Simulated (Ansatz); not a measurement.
Basis-set series for AsF3, SMILES `F[As](F)F`. Total charge 0; spin multiplicity 1. All single points use the PBE0-D4/def2-TZVP geometry.

```json
{"functional": "PBE0-D4", "basis": "def2-SVP", "functions": "74", "energy (Eh)": "-2534.40482", "HOMO (eV)": "-9.70", "LUMO (eV)": "-0.67"}
{"functional": "PBE0-D4", "basis": "def2-TZVPP", "functions": "141", "energy (Eh)": "-2535.07331", "HOMO (eV)": "-9.88", "LUMO (eV)": "-0.94"}
{"functional": "ωB97M-V", "basis": "def2-SVP", "functions": "74", "energy (Eh)": "-2534.76501", "HOMO (eV)": "-11.95", "LUMO (eV)": "1.52"}
{"functional": "ωB97M-V", "basis": "def2-TZVPP", "functions": "141", "energy (Eh)": "-2535.44050", "HOMO (eV)": "-12.15", "LUMO (eV)": "1.14"}
```

Question: Give the rows for def2-QZVPP. (Best estimate.)

Answer: Computed: 
```csv
functional,basis,functions,energy (Eh),HOMO (eV),LUMO (eV)
PBE0-D4,def2-QZVPP,260,-2535.14081,-9.95,-1.07
ωB97M-V,def2-QZVPP,260,-2535.50582,-12.24,0.86
```

Positive LUMOs are unbound and depend on the basis. Scalar relativity is left out up to krypton.
